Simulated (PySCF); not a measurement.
# How methods differ on the excitation energy of N+

N+ [He] 2s2 2p2 (3P) → N+ [He] 2s1 2p2 3d1 (high-spin determinant), as a difference of total energies. Computed with PySCF 2.14 in aug-cc-pVTZ-DK, with scalar relativity by spin-free X2C-1e. Correlated levels: valence: 1s2 frozen. The calculations carry no spin-orbit coupling.

| method | excitation energy (cm⁻¹) |
| --- | --- |
| UHF | 240350 |
| LDA | 249290 |
| PBE | 247740 |
| PBE0 | 248920 |
| r2SCAN | 247020 |
| wB97X | 249870 |
| M06 | 249750 |
| M06-2X | 257030 |
| PBEsol | 246870 |
| MP2 (valence) | 252060 |
| SCS-MP2 (valence) | 255490 |

The upper state lies above the first ionisation limit, but in LS coupling its spin forbids autoionisation to the ground ion. A Rydberg-like electron needs more diffuse functions than a valence basis has.

The promoted electron is Rydberg-like, and one or two diffuse shells describe it only roughly, which tends to raise the upper state.

The determinant of the upper state mixes LS terms, which raises its energy above the lowest term, most at the Hartree-Fock and MP2 levels.
